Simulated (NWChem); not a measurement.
System: ZrO; SMILES [O]=[Zr]

Excerpt of the output:

```
             Northwest Computational Chemistry Package (NWChem) 7.3.0
             --------------------------------------------------------

                             Geometry "geometry" -> ""
                             -------------------------

 Output coordinates in angstroms (scale by  1.889725989 to convert to a.u.)

  No.       Tag          Charge          X              Y              Z
 ---- ---------------- ---------- -------------- -------------- --------------
    1 Zr                  40.0000     0.00000000     0.00000000    -0.28462300
    2 O                    8.0000     0.00000000     0.00000000     1.45243400

 Effective nuclear repulsion energy (a.u.)      97.4848376765

 Summary of "ao basis" -> "ao basis" (spherical)
 ------------------------------------------------------------------------------
       Tag                 Description            Shells   Functions and Types
 ---------------- ------------------------------  ------  ---------------------
 Zr                        def2-qzvp                20       72   7s5p4d3f1g
 O                         def2-qzvp                17       57   7s4p3d2f1g

            General Information
            -------------------
          SCF calculation type: DFT
          Wavefunction type:  closed shell.
          No. of atoms     :     2
          No. of electrons :    20
           Alpha electrons :    10
            Beta electrons :    10
          Charge           :     0
          Spin multiplicity:     1
          Use of symmetry is: off; symmetry adaption is: off
          Maximum number of iterations: 150
          AO basis - number of functions:   129
                     number of shells:    37
          Convergence on energy requested:  1.00D-06
          Convergence on density requested:  1.00D-05
          Convergence on gradient requested:  5.00D-04

              XC Information
              --------------
                     Hartree-Fock (Exact) Exchange  1.000

      Superposition of Atomic Density Guess
      -------------------------------------

 Sum of atomic energies:        -128.25367242

      Non-variational initial energy
      ------------------------------

 Total energy =    -120.937023
 1-e energy   =    -238.359612
 2-e energy   =      88.177138
 HOMO         =      -0.183097
 LUMO         =       0.013601

   convergence    iter        energy       DeltaE   RMS-Dens  Diis-err
 ---------------- ----- ----------------- --------- --------- ---------
 d= 0,ls=0.0,diis     1   -121.0870513807 -1.50D+02  1.34D-02  2.40D+00
 d= 0,ls=0.0,diis     2   -120.4188978952  6.68D-01  7.56D-03  9.47D+00
 d= 0,ls=0.0,diis     3   -121.3926593321 -9.74D-01  1.27D-03  9.41D-03
 d= 0,ls=0.0,diis     4   -121.3949442562 -2.28D-03  4.60D-04  1.13D-03
 d= 0,ls=0.0,diis     5   -121.3952599327 -3.16D-04  2.25D-04  1.12D-04
  Resetting Diis
 d= 0,ls=0.0,diis     6   -121.3953114079 -5.15D-05  8.01D-05  1.86D-05
 d= 0,ls=0.0,diis     7   -121.3953179874 -6.58D-06  8.99D-06  8.53D-07
 d= 0,ls=0.0,diis     8   -121.3953182793 -2.92D-07  4.45D-06  2.57D-07

         Total DFT energy =     -121.395318279326
      One electron energy =     -239.460366704804
           Coulomb energy =      102.245295593241
    Exchange-Corr. energy =      -13.425698470726
 Nuclear repulsion energy =       29.245451302963

 Numeric. integr. density =        0.000000000000

                       DFT Final Molecular Orbital Analysis
                       ------------------------------------

 Vector    8  Occ=2.000000D+00  E=-4.864149D-01
              MO Center= -8.6D-15, -3.1D-15,  1.2D+00, r^2= 1.1D+00
   Bfn.  Coefficient  Atom+Function         Bfn.  Coefficient  Atom+Function
  ----- ------------  ---------------      ----- ------------  ---------------
    86      0.300011  2 O  px                80      0.290385  2 O  px
    83      0.285208  2 O  px                26     -0.149540  1 Zr d  1
    31     -0.133618  1 Zr d  1              89      0.124627  2 O  px
    11     -0.081165  1 Zr px                87      0.072364  2 O  py
    36     -0.069950  1 Zr d  1              81      0.070042  2 O  py

 Vector    9  Occ=2.000000D+00  E=-4.864149D-01
              MO Center=  2.6D-15, -1.0D-14,  1.2D+00, r^2= 1.1D+00
   Bfn.  Coefficient  Atom+Function         Bfn.  Coefficient  Atom+Function
  ----- ------------  ---------------      ----- ------------  ---------------
    87      0.300011  2 O  py                81      0.290385  2 O  py
    84      0.285208  2 O  py                24      0.149540  1 Zr d -1
    29      0.133618  1 Zr d -1              90      0.124627  2 O  py
    12     -0.081165  1 Zr py                86     -0.072364  2 O  px
    34      0.069950  1 Zr d -1              80     -0.070042  2 O  px

 Vector   10  Occ=2.000000D+00  E=-2.500117D-01
              MO Center= -2.7D-14, -2.4D-14, -7.5D-01, r^2= 4.2D+00
   Bfn.  Coefficient  Atom+Function         Bfn.  Coefficient  Atom+Function
  ----- ------------  ---------------      ----- ------------  ---------------
     6      0.695631  1 Zr s                  4     -0.370620  1 Zr s
     3     -0.340355  1 Zr s                  7      0.283536  1 Zr s
     2      0.201043  1 Zr s                  5      0.199183  1 Zr s
    19     -0.196848  1 Zr pz                25     -0.117281  1 Zr d  0
    30     -0.106826  1 Zr d  0              79     -0.093420  2 O  s

 Vector   11  Occ=0.000000D+00  E= 7.027629D-03
              MO Center= -2.7D-13, -1.2D-13, -8.9D-01, r^2= 1.1D+01
   Bfn.  Coefficient  Atom+Function         Bfn.  Coefficient  Atom+Function
  ----- ------------  ---------------      ----- ------------  ---------------
    20      0.551650  1 Zr px                21      0.350648  1 Zr py
    17      0.247868  1 Zr px                41      0.160777  1 Zr d  1
    18      0.157554  1 Zr py                11     -0.136101  1 Zr px
    26      0.103368  1 Zr d  1              39     -0.102195  1 Zr d -1
    31      0.094687  1 Zr d  1              36      0.087839  1 Zr d  1

 Vector   12  Occ=0.000000D+00  E= 7.027629D-03
              MO Center= -1.2D-13, -6.0D-14, -8.9D-01, r^2= 1.1D+01
   Bfn.  Coefficient  Atom+Function         Bfn.  Coefficient  Atom+Function
  ----- ------------  ---------------      ----- ------------  ---------------
    21      0.551650  1 Zr py                20     -0.350648  1 Zr px
    18      0.247868  1 Zr py                39     -0.160777  1 Zr d -1
    17     -0.157554  1 Zr px                12     -0.136101  1 Zr py
    24     -0.103368  1 Zr d -1              41     -0.102195  1 Zr d  1
    29     -0.094687  1 Zr d -1              34     -0.087839  1 Zr d -1

 Vector   13  Occ=0.000000D+00  E= 2.621410D-02
              MO Center=  2.0D-13,  2.8D-13, -3.2D-01, r^2= 3.1D+00
   Bfn.  Coefficient  Atom+Function         Bfn.  Coefficient  Atom+Function
  ----- ------------  ---------------      ----- ------------  ---------------
    23      0.336993  1 Zr d -2              28      0.312546  1 Zr d -2
    38      0.300414  1 Zr d -2              33      0.228867  1 Zr d -2
    27      0.164022  1 Zr d  2              32      0.152123  1 Zr d  2
    42      0.146218  1 Zr d  2              37      0.111395  1 Zr d  2

     Multipole analysis of the density
     ---------------------------------

     L   x y z        total         alpha         beta         nuclear
     -   - - -        -----         -----         ----         -------
     0   0 0 0     -0.000000    -10.000000    -10.000000     20.000000

     1   1 0 0      0.000000      0.000000      0.000000      0.000000
     1   0 1 0      0.000000      0.000000      0.000000      0.000000
     1   0 0 1     -1.263410     -8.383357     -8.383357     15.503304

     2   2 0 0    -23.358326    -11.679163    -11.679163      0.000000
     2   1 1 0     -0.000000     -0.000000     -0.000000      0.000000
     2   1 0 1     -0.000000     -0.000000     -0.000000      0.000000
     2   0 2 0    -23.358326    -11.679163    -11.679163      0.000000
     2   0 1 1     -0.000000     -0.000000     -0.000000      0.000000
     2   0 0 2    -28.105323    -45.921981    -45.921981     63.738639

                                 NWChem DFT Module
                                 -----------------

            General Information
            -------------------
          SCF calculation type: DFT
          Wavefunction type:  spin polarized.
          No. of atoms     :     2
          No. of electrons :    19
           Alpha electrons :    10
            Beta electrons :     9
          Charge           :     1
          Spin multiplicity:     2
          Use of symmetry is: off; symmetry adaption is: off
          Maximum number of iterations: 150
          AO basis - number of functions:   129
                     number of shells:    37
          Convergence on energy requested:  1.00D-06
          Convergence on density requested:  1.00D-05
          Convergence on gradient requested:  5.00D-04

              XC Information
              --------------
                     Hartree-Fock (Exact) Exchange  1.000

      Superposition of Atomic Density Guess
      -------------------------------------

 Sum of atomic energies:        -128.25367242

 Renormalizing density from      20.00 to     19

      Non-variational initial energy
      ------------------------------

 Total energy =    -117.616313
 1-e energy   =    -226.441632
 2-e energy   =      79.579867
 HOMO         =      -0.439693
 LUMO         =      -0.331589

[...]
```

Level: Hartree-Fock/def2-QZVP with def2 effective core potentials on Zr, vertical spin-unrestricted ions. The geometry was optimised at PBE0/def2-SVP. def2 effective core potentials on Zr; no spin-orbit coupling.

Task: Reconstruct the input file.

Result: One answer among several that fit: the input that was run:
```
start job
memory heap 200 mb stack 900 mb global 1100 mb
geometry units angstroms noautosym nocenter noautoz
  Zr     0.000000     0.000000    -0.284623
  O      0.000000     0.000000     1.452434
end
basis spherical
  Zr library def2-qzvp
  O library def2-qzvp
end
ecp
  Zr library def2-ecp
end
dft
  xc hfexch
  iterations 150
  vectors input atomic output neutral.movecs
end
task dft energy
charge 1
dft
  odft
  mult 2
  vectors input atomic output cation.movecs
end
task dft energy
```
